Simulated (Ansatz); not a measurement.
Geometry optimisation, Ansatz 0.2.0, RKS PBE0-D4/def2-SVP.

Input:

```yaml
crystal:
  periodic: [false, false, false]
  atoms:
    - { symbol: "N", position_ang: [-0.174, 1.3113, 0.0016] }
    - { symbol: B, position_ang: [0.3165, -0.0658, 0.0433] }
    - { symbol: O, position_ang: [-0.61001, -1.11753, 0.34184] }
    - { symbol: Te, position_ang: [2.37772, -0.57996, -0.32216] }
    - { symbol: H, position_ang: [-0.9795, 1.3579, -0.7453] }
    - { symbol: H, position_ang: [-0.6706, 1.5627, 0.9125] }
    - { symbol: H, position_ang: [-1.0004, -1.42806, -0.56262] }
    - { symbol: H, position_ang: [2.73296, -0.38736, 1.37555] }
basis:
  gaussian: { orbitals: def2-SVP }
hamiltonian:
  xc: pbe0
  dispersion: d4
relax:
  f_tol: 0.015
  max_steps: 40
```

Run as:

```bash
$ ansatz run input.yaml --threads 1 --pin off --max-ram 2048MiB --backend cpu --events-out ev --progress --plain --runs-dir out
```

Q: Where does it end, and by what steps?

A: The run converged. The force dipped under the threshold on the way, but the program's further checks kept it going. After 21 steps the energy has fallen by 2.209 eV; H5 moved furthest, 1.75 Å.

| step | energy less start (eV) | largest force component (eV/Å) | accepted |
| --- | --- | --- | --- |
| 0 | 0.0000 | 3.067 | yes |
| 1 | -0.3777 | 1.845 | yes |
| 2 | -0.6045 | 2.387 | yes |
| 3 | -0.8572 | 2.294 | yes |
| 4 | -1.1638 | 0.995 | yes |
| 5 | -1.3434 | 1.225 | yes |
| 6 | -1.5060 | 1.128 | yes |
| 7 | -1.6954 | 1.082 | yes |
| 8 | -1.8602 | 1.266 | yes |
| 9 | -1.9878 | 1.312 | yes |
| 10 | -2.1234 | 0.610 | yes |
| 11 | -2.1735 | 0.209 | yes |
| 12 | -2.1854 | 0.388 | yes |
| 13 | -2.1944 | 0.135 | yes |
| 14 | -2.1963 | 0.253 | yes |
| 15 | -2.2076 | 0.081 | yes |
| 16 | -2.2076 | 0.136 | no |
| 17 | -2.2082 | 0.017 | yes |
| 18 | -2.2085 | 0.013 | yes |
| 19 | -2.2086 | 0.018 | yes |
| 20 | -2.2086 | 0.018 | yes |
| 21 | -2.2086 | 0.011 | yes |

```xyz
8
Properties=species:S:1:pos:R:3
N -0.283 1.132 0.225
B 0.013 -0.222 0.038
O -1.008 -1.124 -0.032
Te 2.110 -0.903 -0.172
H 0.400 1.873 0.207
H -1.241 1.438 0.347
H -0.733 -2.043 -0.032
H 2.733 0.502 0.464
```

Whether the end is a true minimum wasn't checked by a vibrational analysis.

Time of the run: 100 s on 1 thread of Arm Neoverse V1, with other jobs on the host, peak memory 0.18 GiB.
